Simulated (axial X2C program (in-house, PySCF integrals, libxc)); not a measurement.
## Curves of HoBr⁺ from open-shell CI on f10 s1

Calculated with an axial X2C code built on PySCF integrals: two-component X2C with atomic mean-field Coulomb and Gaunt terms, basis Ho dyall-v3z, Br dyall-v3z (cores contracted in-house). Orbitals come from Hartree–Fock averaged over the configuration Ho f10 s1; CI then distributes these electrons over the f, s shells of Ho.

Scan along the bond; masses Ho 164.930 u, Br 78.918 u. Energies in cm⁻¹ from the lowest point; levels are followed by energy order within each Ω. Lowest level at 2.520 Å: 100% f10 s1.

| R (Å) | (1)Ω=17/2 | (1)Ω=15/2 | (1)Ω=13/2 | (1)Ω=11/2 | (1)Ω=9/2 |
| --- | --- | --- | --- | --- | --- |
| 2.344 | 2223 | 2436 | 2580 | 2673 | 2731 |
| 2.432 | 487 | 697 | 839 | 930 | 989 |
| 2.520 | 0 | 206 | 343 | 432 | 492 |
| 2.621 | 551 | 748 | 881 | 968 | 1027 |
| 2.722 | 1929 | 2118 | 2246 | 2331 | 2389 |
| 2.835 | 4117 | 4297 | 4420 | 4502 | 4559 |
| 2.974 | 7368 | 7537 | 7654 | 7733 | 7789 |

Problem. Fit the curves (1)Ω=17/2, (1)Ω=15/2, (1)Ω=13/2, (1)Ω=11/2, (1)Ω=9/2 near their minima.

Solution. From the open-shell CI curves, Te from the lowest:

| level | Te (cm⁻¹) | Re (Å) | ωe (cm⁻¹) |
| --- | --- | --- | --- |
| (1)Ω=17/2 | 0 | 2.518 | 272.8 |
| (1)Ω=15/2 | 206 | 2.519 | 272.3 |
| (1)Ω=13/2 | 343 | 2.519 | 272.1 |
| (1)Ω=11/2 | 432 | 2.519 | 272.0 |
| (1)Ω=9/2 | 492 | 2.519 | 271.9 |

Without dynamic correlation distances can be off by several hundredths of an Å (long for ionic bonds, short for multiple bonds) and the wavenumbers are rough.

The 5 lowest curves are shown; the next is (1)Ω=7/2, from 533 cm⁻¹.

There is no dynamic correlation: spin–orbit spacings and, for f shells, spacings inside one term are the most reliable numbers, splittings between terms come out too wide, and energies between configurations are not reliable, so the lowest level need not be the ground state of the molecule. At most 4 roots were kept for each Ω > 0 (twice that for Ω = 0) within 2.2 eV of the lowest, so higher up levels can be missing between those listed; levels with Ω > 0 are doubly degenerate and listed once, Ω = 0 levels singly.
